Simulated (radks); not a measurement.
Species: the iodine ion I+. Configuration: [Kr] 4d10 5s1 5p4 4f1 (not the ground configuration).

All-electron calculation, Dirac Kohn-Sham, BLYP, spin-unpolarised, spherical densities, finite nucleus; open shells fill j = l - 1/2 first; Fermi nuclear charge, rms radius 4.75 fm. Program: a radial shooting solver on a logarithmic mesh with Libxc functionals.

Energy parts (Ry):
part                        energy
total                 -14236.15459
kinetic                15089.30169
electron-nucleus      -34534.73526
Hartree                 5572.63192
exchange-correlation    -363.35293

Orbitals (lengths in bohr, moments of r in powers of bohr):
orbital,occ.,eigenvalue (Ry),<r>
1s1/2,2,-2423.998,0.02722
2s1/2,2,-375.4510,0.1167
2p1/2,2,-352.3863,0.09845
2p3/2,4,-330.4193,0.1041
3s1/2,2,-76.75315,0.3138
3p1/2,2,-67.21231,0.3040
3p3/2,4,-63.07936,0.3156
3d3/2,4,-46.25479,0.2865
3d5/2,6,-45.38553,0.2901
4s1/2,2,-14.48011,0.7396
4p1/2,2,-11.14913,0.7722
4p3/2,4,-10.34116,0.8004
4d3/2,4,-4.98295,0.9113
4d5/2,6,-4.85597,0.9225
5s1/2,1,-2.34943,1.870
5p1/2,2,-1.56496,2.155
5p3/2,2,-1.46874,2.239
4f5/2,1,-0.17087,7.214
4f7/2,0,-0.17068,7.232

The highest occupied level is 4f5/2 at -2.325 eV. Summed over all electrons, <r^2> = 105.6 bohr^2, which gives a Langevin (diamagnetic) susceptibility term of -83.6 x 10^-6 cm^3/mol. The density falls to 0.001 e/bohr^3 at r = 4.24 bohr.
